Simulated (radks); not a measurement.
Values are calculated unless marked as measured or tabulated.
Q: In2+, 47 electrons, occupied as [Kr] 4d10 5s1 (the NIST ground configuration). Code: a radial shooting solver on a logarithmic mesh with Libxc functionals. Model: Dirac Kohn-Sham, BLYP, spin-unpolarised, spherical densities, finite nucleus; Fermi nuclear charge, rms radius 4.6156 fm.

Spin-orbit splittings of the eigenvalues, e(l+1/2) - e(l-1/2), with zeta = 2 splitting/(2l+1) and mean radii in bohr:

| shell | occ. | splitting (eV) | zeta (eV) | <r> j=l-1/2 | <r> j=l+1/2 |
|---|---|---|---|---|---|
| 2p | 6 | 211.0 | 140.7 | 0.1084 | 0.1137 |
| 3p | 6 | 38.10 | 25.40 | 0.3395 | 0.3506 |
| 3d | 10 | 7.807 | 3.123 | 0.3223 | 0.3259 |
| 4p | 6 | ? | ? | 0.9005 | 0.9309 |
| 4d | 10 | 0.8749 | 0.3500 | 1.158 | 1.174 |

Estimate the 4p splitting.

A: 6.682 eV (zeta = 4.455 eV).
